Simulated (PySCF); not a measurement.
## Electric field gradients and quadrupole coupling constants

Species: AsH2Me, CH₅As.
Z-matrix (Å and degrees, PBE0-D3(BJ)/def2-SVP geometry), rows numbered from 1:
```
As
H   1  1.5267
H   1  1.5266  2   91.90
C   1  1.9732  2   95.71  3    95.98
H   4  1.0991  1  108.60  2    74.53
H   4  1.0973  1  112.78  2   -46.73
H   4  1.0991  1  108.64  2  -168.04
```

Field gradients from the PBE0/pcSseg-1 density (PySCF, non-relativistic), principal values in atomic units, ordered |Vxx| ≤ |Vyy| ≤ |Vzz|:

```csv
atom,Vxx,Vyy,Vzz
As1,1.2296,1.4200,-2.6496
```

Problem. Find the asymmetry η = (Vxx − Vyy)/Vzz and the couplings χ = eQV/h (234.96 MHz × Q in barn × V in au), with Q(75As) = 0.314 b.

Solution. 
| atom | environment | nucleus | η | χzz (MHz) | χxx (MHz) | χyy (MHz) |
| --- | --- | --- | --- | --- | --- | --- |
| As1 | arsenic bonded to C and 2 H | 75As | 0.07 | -195.5 | 90.7 | 104.8 |

The tensor is traceless: Vxx + Vyy + Vzz = 0.

Problem. What is Vzz at As1 in SI units (1 au = 9.71736 × 10²¹ V/m²)?

Solution. -2.6496 au = -25.747 × 10²¹ V/m².

Problem. And the gradient at the other heavy atoms, for which no coupling is worked out here?

Solution. 
```tsv
atom	environment	Vzz (au)	η
C4	carbon bonded to As and 3 H	0.121	0.19
```

Problem. What couplings would deuterons (Q(2H) = 0.00286 b) have in place of the hydrogens, at this geometry?

Solution. 
```tsv
atom	bonded to	bond length (Å)	Vzz (au)	η	χzz (kHz)
H2	As1	1.527	0.1508	0.08	101
H3	As1	1.527	0.1508	0.08	101
H5	C4	1.099	0.2966	0.01	199
H6	C4	1.097	0.3001	0.01	202
H7	C4	1.099	0.2966	0.01	199
```

Isolated species at its PBE0-D3(BJ)/def2-SVP geometry, gas phase. The calculation is non-relativistic, for arsenic too. The small basis limits the accuracy of the gradients.
